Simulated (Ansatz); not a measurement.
Start from `O=C[SiH2]O[SiH3]` and change one atom or group to get `[SiH3]O[SiH2][SiH3]`.

Ansatz, PBE0-D4/def2-TZVP geometries, multiplicity 1. Each molecule was computed in one conformer, which needn't be the lowest.

```tsv
property	`O=C[SiH2]O[SiH3]`
size of the dipole moment (ωB97M-V/def2-TZVPP) / D	1.91
size of the dipole moment (PBE/def2-TZVPP) / D	1.73
LUMO energy (ωB97M-V/def2-TZVPP) / eV	0.55
HOMO–LUMO gap (PBE0/def2-TZVPP) / eV	5.47
LUMO energy (B3LYP/def2-TZVPP) / eV	-2.02
LUMO energy (PBE0/def2-TZVPP) / eV	-1.76
```

Task: What does the change do to each property? (An estimate is asked.)

Result: Computed: 
```csv
property,`[SiH3]O[SiH2][SiH3]`,shift
size of the dipole moment (ωB97M-V/def2-TZVPP) / D,0.23,-1.68
size of the dipole moment (PBE/def2-TZVPP) / D,0.20,-1.53
LUMO energy (ωB97M-V/def2-TZVPP) / eV,1.12,0.57
HOMO–LUMO gap (PBE0/def2-TZVPP) / eV,7.38,1.91
LUMO energy (B3LYP/def2-TZVPP) / eV,-0.78,1.24
LUMO energy (PBE0/def2-TZVPP) / eV,-0.62,1.14
```

With PBE0 the HOMO falls by 0.76 eV and the LUMO rises by 1.14 eV, so the gap widens by about 1.90 eV. PBE moves the HOMO by -1.03 eV and ωB97M-V by -0.54 eV. Dipoles are sizes alone; their direction can turn.

B3LYP here is the variant with VWN-RPA as its local correlation; programs differ in this.
